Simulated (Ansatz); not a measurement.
H$_{8}$Si$_{3}$, charge +1, doublet, geometry from GFN2-xTB (a state made from the parent by changing its charge; the spin is typed, not shown lowest). Base run: HF/6-31G run with Ansatz (a quantum-chemistry and plane-wave program).

Input for Ansatz:
Ansatz 0.2 input:
```yaml
crystal:
  periodic: [false, false, false]
  atoms:
    - {symbol: Si, position_ang: [1.73006259, 0.88617971, -0.01821925]}
    - {symbol: Si, position_ang: [0.21430832, -1.03910606, -0.11847187]}
    - {symbol: Si, position_ang: [-1.93611862, 0.11291389, 0.13212917]}
    - {symbol: H, position_ang: [3.05494759, 0.29289400, -0.13804698]}
    - {symbol: H, position_ang: [1.35438441, 1.72882927, -1.14918317]}
    - {symbol: H, position_ang: [1.47531091, 1.50967649, 1.27664176]}
    - {symbol: H, position_ang: [0.46584425, -2.03082472, 0.92986925]}
    - {symbol: H, position_ang: [0.32388443, -1.79829328, -1.36643948]}
    - {symbol: H, position_ang: [-2.00324331, 1.05008294, -0.98479523]}
    - {symbol: H, position_ang: [-1.86962290, 0.76938187, 1.43401237]}
    - {symbol: H, position_ang: [-2.91703742, -0.96157215, 0.06180881]}
basis:
  gaussian:
    orbitals: 6-31G
hamiltonian:
  xc: hf
total_charge: 1
magnetization: {spin_polarized: true, initial_magnetization: 1}
```

The bond that is stretched is that between atoms 5 and 1. A test that says stable can miss a lower solution.

Each row names what was changed in the base input (with any setting that the change needs).

```
change                                                           ΔE vs base (eV)  <S^2>       stability test says
---------------------------------------------------------------  ---------------  -----  ------------------------
base                                                                        0.00  0.766                   minimum
spin_polarized = on; lower_state_search = off                               0.00  0.766  undecided (no full test)
spin_polarized = on; lower_state_search = standard                          0.00  0.766                   minimum
bond × 1.25                                                                 0.75  0.767                   minimum
spin_polarized = on; lower_state_search = off; bond × 1.25                  0.75  0.767  undecided (no full test)
spin_polarized = on; lower_state_search = standard; bond × 1.25             0.75  0.767                   minimum
bond × 1.5                                                                  1.99  1.035                   minimum
spin_polarized = on; lower_state_search = off; bond × 1.5                   1.99  1.035  undecided (no full test)
spin_polarized = on; lower_state_search = standard; bond × 1.5              1.99  1.035                   minimum
bond × 1.8                                                                  2.39  0.967                   minimum
spin_polarized = on; lower_state_search = off; bond × 1.8                   2.39  0.967  undecided (no full test)
spin_polarized = on; lower_state_search = standard; bond × 1.8              2.39  0.967                   minimum
bond × 2.2                                                                  2.51  0.895                   minimum
spin_polarized = on; lower_state_search = off; bond × 2.2                   2.51  0.895  undecided (no full test)
spin_polarized = on; lower_state_search = standard; bond × 2.2              2.51  0.895                   minimum
bond × 3.0                                                                  2.56  0.890                   minimum
spin_polarized = on; lower_state_search = off; bond × 3.0                   2.56  0.883  undecided (no full test)
spin_polarized = on; lower_state_search = standard; bond × 3.0              2.56  0.890                   minimum
```

On stretching, the SCF can end on different states; <S^2> shows the spin contamination of each.
